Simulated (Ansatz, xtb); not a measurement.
**Relative energy of two structures of CHGeN**

We compare X, `N#[C][GeH]`, a singlet, with Y, a singlet given by its coordinates. Both are isolated molecules in the gas phase, relaxed with r2SCAN-D4/def2-SVP.

X (Å):

```xyz
4

C     1.0547    0.4292    0.1087
Ge    0.1611   -0.1580   -1.5369
N     1.7116    0.7447    1.0247
H    -1.2589    0.1966   -0.9177
```

Y (Å):

```yaml
atoms:
  - { symbol: C, position_ang: [-0.2389, -1.1966, 1.7630] }
  - { symbol: Ge, position_ang: [1.0171, 0.7102, -0.2641] }
  - { symbol: N, position_ang: [0.1375, -0.4091, 0.9554] }
  - { symbol: H, position_ang: [-0.3413, 1.4419, -0.6631] }
```

Close contacts (Å): C1–N3 1.19, Ge2–N3 1.87, Ge2–H4 1.59.

Quicker runs give these differences E(Y) − E(X): GFN2-xTB +0.4 kJ/mol; HF/STO-3G +11.6 kJ/mol (at GFN2-xTB geometries); r2SCAN-D4/def2-SVP//GFN2-xTB +23.8 kJ/mol.

Estimate E(Y) − E(X) at the level CCSD(T)/def2-TZVPP.

Calculated at CCSD(T)/def2-TZVPP: E(Y) − E(X) = +25.4 kJ/mol, so structure X lies lower.

The same difference at several levels:

| level | geometry | E(Y) − E(X) (kJ/mol) | departure from the last row (kJ/mol) | job, with rough time for the two |
| --- | --- | --- | --- | --- |
| GFN2-xTB | GFN2-xTB | +0.4 | −24.9 | optimisation, 0.11 s |
| HF/STO-3G | GFN2-xTB | +11.6 | −13.8 | single point, 0.28 s |
| r2SCAN-D4/def2-SVP//GFN2-xTB | GFN2-xTB | +23.8 | −1.6 | single point, 2.9 s |
| r2SCAN-D4/def2-SVP | r2SCAN-D4/def2-SVP | +23.5 | −1.9 | optimisation, 26 s |
| HF/def2-TZVPP | r2SCAN-D4/def2-SVP | −6.0 | −31.4 | part of the CCSD(T) run |
| MP2/def2-TZVPP | r2SCAN-D4/def2-SVP | +36.4 | +11.0 | part of the CCSD(T) run |
| CCSD(T)/def2-TZVPP | r2SCAN-D4/def2-SVP | +25.4 |  | single point, 42 s |

HF/def2-TZVPP puts the two in the other order. GFN2-xTB finds them nearly level. The largest departure from CCSD(T)/def2-TZVPP is that of HF/def2-TZVPP, 31.4 kJ/mol.

With harmonic frequencies from r2SCAN-D4/def2-SVP (ideal gas, rigid rotor, one conformer each, 298.15 K, 1 atm): the zero-point term adds −0.9 kJ/mol; ΔH is +24.7 and ΔG +24.2 kJ/mol.

The correlated steps freeze 11 core orbitals; the filled d shell of Ge is correlated, in a basis made for valence electrons. Codes used: Ansatz 0.2.0, xtb 6.7.1; the last row on 1 thread of Arm Neoverse V1 on a shared host.
